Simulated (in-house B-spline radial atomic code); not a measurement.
RPA and G0W0 for Sr, [Kr] 5s2, as one setting changes: the highest l of the empty states. Start: PBE. A dash marks a level of low quasi-particle weight. Computed with an all-electron radial atomic-structure program (B-spline basis): all electrons, scalar-relativistic (spin-free one-electron X2C), finite nucleus, each spin shell either full or empty, empty states to the listed l with an (l + 1/2)⁻⁴ tail; G0W0 by contour deformation at full frequency.

| highest l of the empty states | RPA summed (Eh) | RPA extrapolated (Eh) | G0W0 level (eV) |
| --- | --- | --- | --- |
| 4 | -2.4577 | -2.8065 | - |
| 5 | -2.6084 | -2.8183 | - |
| 6 | -2.6815 | -2.807 | - |
| 7 | ? | ? | ? |
| 8 | -2.7411 | -2.7914 | - |
| 9 | ? | ? | ? |
| 10 | -2.7617 | -2.7857 | - |
| 11 | -2.7669 | -2.7844 | - |

**Question.** What belongs in the row for 7?

**Answer.** RPA summed (Eh): -2.7199; RPA extrapolated (Eh): -2.7986; G0W0 level (eV): -.

**Question.** What belongs in the row for 9?

**Answer.** RPA summed (Eh): -2.7537; RPA extrapolated (Eh): -2.7877; G0W0 level (eV): -.
